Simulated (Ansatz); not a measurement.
## Relative energy of two structures of CH5CaGa

Structure X is a singlet given by its coordinates and structure Y is a triplet given by its coordinates. Both are isolated molecules in the gas phase, relaxed with PBE0-D3(BJ)/def2-SVP.

X (Å):

```yaml
atoms:
  - { symbol: C, position_ang: [-2.1622, -0.0711, -0.1600] }
  - { symbol: Ca, position_ang: [-0.4652, 3.5514, -1.7319] }
  - { symbol: Ga, position_ang: [-1.0660, 1.3954, 0.5923] }
  - { symbol: H, position_ang: [-3.1321, 0.2877, -0.5335] }
  - { symbol: H, position_ang: [-2.3629, -0.8016, 0.6426] }
  - { symbol: H, position_ang: [-1.6423, -0.6015, -0.9706] }
  - { symbol: H, position_ang: [0.5072, 1.2472, 0.7322] }
  - { symbol: H, position_ang: [-1.7397, 2.5857, 1.3959] }
```

Close contacts (Å): C1–Ga3 1.98, Ca2–Ga3 3.23, C1–H4 1.10, C1–H5 1.10, C1–H6 1.10, Ga3–H7 1.59, Ga3–H8 1.59.

Y (Å):

```tsv
atom	x (Å)	y (Å)	z (Å)
C	-2.2094	-0.2857	-0.0896
Ca	0.1435	3.8451	-0.0792
Ga	-1.2374	1.4104	-0.3326
H	-3.1979	-0.2373	-0.5690
H	-2.3519	-0.4929	0.9826
H	-1.6479	-1.1205	-0.5336
H	0.2819	1.6315	0.3190
H	-1.8442	2.8426	0.2694
```

Close contacts (Å): C1–Ga3 1.97, Ca2–Ga3 2.81, C1–H4 1.10, C1–H5 1.10, C1–H6 1.10, Ca2–H7 2.25, Ca2–H8 2.25, Ga3–H7 1.67, Ga3–H8 1.67.

Problem. Estimate which is lower in electronic energy at CCSD(T)/def2-TZVP, and by roughly how much.

Solution. The CCSD(T)/def2-TZVP calculation puts structure X lower, by 25.0 kJ/mol.

How the difference moves with the method:

```json
{"level": "PBE0-D3(BJ)/def2-SVP", "geometry": "PBE0-D3(BJ)/def2-SVP", "E(Y) − E(X) (kJ/mol)": "−3.0", "departure from the last row (kJ/mol)": "−28.0", "job, with rough time for the two": "optimisation, 2.6 min"}
{"level": "HF/def2-TZVP", "geometry": "PBE0-D3(BJ)/def2-SVP", "E(Y) − E(X) (kJ/mol)": "−46.3", "departure from the last row (kJ/mol)": "−71.3", "job, with rough time for the two": "part of the CCSD(T) run"}
{"level": "MP2/def2-TZVP", "geometry": "PBE0-D3(BJ)/def2-SVP", "E(Y) − E(X) (kJ/mol)": "+21.5", "departure from the last row (kJ/mol)": "−3.5", "job, with rough time for the two": "part of the CCSD(T) run"}
{"level": "CCSD(T)/def2-TZVP", "geometry": "PBE0-D3(BJ)/def2-SVP", "E(Y) − E(X) (kJ/mol)": "+25.0", "departure from the last row (kJ/mol)": "", "job, with rough time for the two": "single point, 3.3 min"}
```

PBE0-D3(BJ)/def2-SVP, HF/def2-TZVP put the two in the other order. The largest departure from CCSD(T)/def2-TZVP is that of HF/def2-TZVP, 71.3 kJ/mol. Levels run at GFN2-xTB geometries aren't shown. The triplet state of Y needn't be its ground state.

With harmonic frequencies from PBE0-D3(BJ)/def2-SVP (ideal gas, rigid rotor, one conformer each, 298.15 K, 1 atm): the zero-point term adds +2.0 kJ/mol; ΔH is +25.2 and ΔG +29.6 kJ/mol.

Open shells are spin-unrestricted. The correlated steps freeze 15 core orbitals; the filled d shell of Ga is correlated; the last core shell of Ca is correlated, in a basis made for valence electrons. ΔG holds the spin degeneracy. Codes used: Ansatz 0.2.0; the last row on 2 threads of Arm Neoverse V1 on a shared host.
